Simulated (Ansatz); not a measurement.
`BCN(B)C` and `BN(C)[SiH2]F` differ in one atom or group.

Ansatz, PBE0-D4/def2-TZVP geometries, multiplicity 1. Each molecule was computed in one conformer, which needn't be the lowest.

```
                                      property  `BCN(B)C`
             LUMO energy (PBE/def2-TZVPP) / eV      -2.40
            LUMO energy (PBE0/def2-TZVPP) / eV      -1.35
           LUMO energy (B3LYP/def2-TZVPP) / eV      -1.58
             HOMO energy (PBE/def2-TZVPP) / eV      -6.31
         LUMO energy (ωB97M-V/def2-TZVPP) / eV       0.59
size of the dipole moment (PBE/def2-TZVPP) / D       2.31
```

(1) Give the same properties after the change, and the shifts. (Estimate.)

Results:

(1) Ansatz gave: 
```
                                      property  `BN(C)[SiH2]F`  shift
             LUMO energy (PBE/def2-TZVPP) / eV           -1.33   1.07
            LUMO energy (PBE0/def2-TZVPP) / eV           -0.36   0.99
           LUMO energy (B3LYP/def2-TZVPP) / eV           -0.59   0.99
             HOMO energy (PBE/def2-TZVPP) / eV           -7.19  -0.88
         LUMO energy (ωB97M-V/def2-TZVPP) / eV            1.46   0.87
size of the dipole moment (PBE/def2-TZVPP) / D            1.44  -0.87
```

With PBE0 the HOMO falls by 0.94 eV and the LUMO rises by 0.99 eV, so the gap widens by about 1.93 eV. PBE moves the HOMO by -0.88 eV and ωB97M-V by -0.96 eV. Dipoles are sizes alone; their direction can turn.

B3LYP here is the variant with VWN-RPA as its local correlation; programs differ in this.
